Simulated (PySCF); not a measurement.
## Polarisability and C₆ of Bi³⁺ (bismuth, charge +3)

[Xe] 4f14 5d10 6s2, closed-shell 1S. All numbers are calculated (PySCF 2.14, scalar relativity by spin-free X2C-1e, in aug-cc-pwCVTZ-DK3 (11s10p8d5f1g, 125 functions)). Coupled (time-dependent) response in atomic units; α is the mean over directions.

| method | mean α (bohr³) | C₆ (like pair) | S(−4) |
| --- | --- | --- | --- |
| PBE | 9.626 | 58.65 | 23.86 |

S(−4) is the Cauchy moment in α(ω) = α(0) + S(−4) ω² + …

α(iu) at PBE:

```tsv
u (hartree)	α(iu) (bohr³)
0	9.626
0.0500	9.566
0.100	9.395
0.200	8.790
0.300	7.994
0.500	6.419
0.750	4.955
1.00	3.975
1.50	2.781
2.00	2.075
3.00	1.280
5.00	0.6154
```

For an ion, C₆ is the dispersion term alone; charge-induced terms of lower order in 1/R come first.

Spin-orbit coupling, which splits the p, d and f shells strongly at this Z, is absent.
